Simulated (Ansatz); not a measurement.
A run of Ansatz (development build ahead of 0.2.0) on triplet TiP2 at this shape:

```xyz
3

Ti    0.0000    0.0000    0.0000
P     0.0000    3.0007    1.0922
P     0.0000   -3.0007    1.0922
```

Its results:

```yaml
Converged: yes
Total_energy: -1531.90292 hartree
Spin_squared_of_the_determinant: 4.566
Stability_test: minimum
```

(1) Which input gives this output? Name the method, the orbitals and the basis set, and write the input.

## Answers

(1) r²SCAN (unrestricted) in pcseg-2.

```yaml
crystal:
  periodic: [false, false, false]
  atoms:
    - { symbol: Ti, position_ang: [0.0, 0.0, 0.0] }
    - { symbol: P, position_ang: [0.0, 3.0007, 1.0922] }
    - { symbol: P, position_ang: [0.0, -3.0007, 1.0922] }
basis:
  gaussian: { orbitals: pcseg-2 }
magnetization:
  spin_polarized: true
  initial_magnetization: 2
hamiltonian:
  xc: r2scan
```

Caution: another spin multiplicity may lie lower; the unrestricted determinant is a mixture of spin states.
